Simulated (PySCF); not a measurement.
Property card for `CO[C@]12CCC[C@H]1CCC2`

Compound: C₉H₁₆O.
SMILES with atom numbers: `[CH3:1][O:2][C@:3]12[CH2:4][CH2:5][CH2:6][C@H:7]1[CH2:8][CH2:9][CH2:10]2` (hydrogens: H11, H12, H13 on C1; H14, H15 on C4; H16, H17 on C5; H18, H19 on C6; H20 on C7; H21, H22 on C8; H23, H24 on C9; H25, H26 on C10)

Among its groups: ether.

**PBE0-D3(BJ)/def2-SVP geometry optimisation, gas phase (PySCF)**

* Point group: C1
* Rotational constants A, B, C: 1.720, 1.409, 1.002 GHz

From PBE0/pcSseg-1 ground state and GIAO shieldings, non-relativistic (PySCF):

- Dipole moment: 1.10 D
- HOMO energy: -7.12 eV
- LUMO energy: 1.45 eV
- HOMO–LUMO gap: 8.57 eV
- Lowest Hirshfeld atomic charge: -0.14 e on O2
- Highest Hirshfeld atomic charge: +0.09 e on C3
- 13C chemical shifts (computed TMS as zero) by class: 95.5 (C3), 53.9 (C7), 51.2 (C1), 35.2 (C4/C10), 34.9 (C6/C8), 27.7 (C5/C9) ppm
- 1H chemical shifts (computed TMS as zero) by class: 3.12 (H11/H12/H13), 2.06 (H20), 1.84 (H15/H25), 1.81 (H18/H21), 1.53 (H17/H23), 1.39 (H16/H24), 1.06 (H14/H26), 0.99 (H19/H22) ppm
- Isotropic shieldings of nuclei other than C and H, by class: 283 (O2) ppm
- Mayer bond orders between heavy atoms: C1–O2 0.95, O2–C3 0.86, C3–C4 1.02, C4–C5 1.03, C5–C6 1.02, C6–C7 1.03, C7–C8 1.00, C8–C9 1.04, C9–C10 1.02, C7–C3 0.95, C10–C3 0.97

Monoisotopic mass (most abundant isotopes): 140.1201 u.

With B = h/(8π²I), that is 505.379 GHz u Å² over I, the principal moments of inertia are 293.8, 358.8 and 504.6 u Å² (most abundant isotopes). The rotational constants make it an asymmetric top with κ = (2B − A − C)/(A − C) = 0.13, nearer the oblate limit (+1). The dipole equals about 3.7 × 10⁻³⁰ C·m (1 D = 3.33564 × 10⁻³⁰ C·m). A dipole of 1.10 D is allowed in C1, and pure rotational transitions are dipole-allowed.

 NMR classes are plain means over equivalent atoms (diastereotopic ones count apart unless rotation or inversion swaps them), as if these changed places fast; in this geometry the members of some classes differ.

One conformer stands for the species.
